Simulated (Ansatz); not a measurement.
Reaction (ligand exchange at the Sn–C bond): `[CH3][SnH2][I]` + HI → `[I][SnH2][I]` + CH₄

Calculated with Ansatz (gas phase, PBE0-D4/def2-TZVP geometries, no zero-point term in ΔE). CCSD(T)/CBS is the MP2 limit (def2-TZVPP, def2-QZVPP) plus CCSD(T) − MP2 in def2-TZVPP, frozen cores. This one scheme is used for every species. DFT in def2-TZVPP. HSE06 is defined as in plane-wave codes. def2 core potentials past Kr. For I, Sn outer-core shells are correlated without core-valence functions, which leaves a few kJ/mol of doubt a bond.

```json
{"level": "r2SCAN0-D4", "ΔE (kJ/mol)": "-133.1", "difference from CCSD(T)/CBS": "-3.2"}
{"level": "HSE06-D4", "ΔE (kJ/mol)": "-131.4", "difference from CCSD(T)/CBS": "-1.5"}
{"level": "CAM-B3LYP-D4", "ΔE (kJ/mol)": "-126.0", "difference from CCSD(T)/CBS": "3.9"}
{"level": "ωB97X-V", "ΔE (kJ/mol)": "-125.0", "difference from CCSD(T)/CBS": "4.9"}
{"level": "PBE-QIDH", "ΔE (kJ/mol)": "-128.9", "difference from CCSD(T)/CBS": "1.0"}
{"level": "PBE", "ΔE (kJ/mol)": "-127.0", "difference from CCSD(T)/CBS": "2.9"}
{"level": "revPBE", "ΔE (kJ/mol)": "-127.7", "difference from CCSD(T)/CBS": "2.2"}
{"level": "BLYP", "ΔE (kJ/mol)": "-127.8", "difference from CCSD(T)/CBS": "2.1"}
{"level": "r2SCAN0", "ΔE (kJ/mol)": "-132.9", "difference from CCSD(T)/CBS": "-3.0"}
{"level": "MP2/def2-SVP", "ΔE (kJ/mol)": "-134.1", "difference from CCSD(T)/CBS": "-4.2"}
{"level": "CCSD/def2-SVP", "ΔE (kJ/mol)": "-129.3", "difference from CCSD(T)/CBS": "0.6"}
{"level": "CCSD(T)/def2-SVP", "ΔE (kJ/mol)": "-128.4", "difference from CCSD(T)/CBS": "1.5"}
{"level": "MP2/def2-TZVPP", "ΔE (kJ/mol)": "-124.3", "difference from CCSD(T)/CBS": "5.6"}
{"level": "CCSD(T)/def2-TZVPP", "ΔE (kJ/mol)": "-115.9", "difference from CCSD(T)/CBS": "14.0"}
{"level": "MP2/def2-QZVPP", "ΔE (kJ/mol)": "-132.8", "difference from CCSD(T)/CBS": "-2.9"}
{"level": "SCS-MP2/def2-QZVPP", "ΔE (kJ/mol)": "-130.3", "difference from CCSD(T)/CBS": "-0.4"}
{"level": "CCSD(T)/CBS", "ΔE (kJ/mol)": "-129.9", "difference from CCSD(T)/CBS": "0"}
```

**Question.** What do rigid-rotor, harmonic-oscillator terms from PBE0-D4/def2-TZVP frequencies (298.15 K, 1 bar) make of the CCSD(T)/CBS value? (Best estimate.)

**Answer.** The calculation gave: ΔZPE = +10.4 kJ/mol, ΔH = -119.5 kJ/mol, ΔS = -16 J/(mol·K), ΔG = -114.8 kJ/mol.

Largest T1 diagnostic among the species: 0.010.

From BLYP to BHLYP (50 % exact exchange), in def2-TZVPP and without D4, ΔE moves by −5.0 kJ/mol. In def2-TZVPP, CCSD(T) changes the Hartree–Fock value by +21.9 kJ/mol (the triples alone add +0.7 kJ/mol) and MP2 by +13.5 kJ/mol.

CCSD(T)/CBS has its own doubt, a few kJ/mol and more with outer-core shells, so smaller differences from it don't rank the levels.
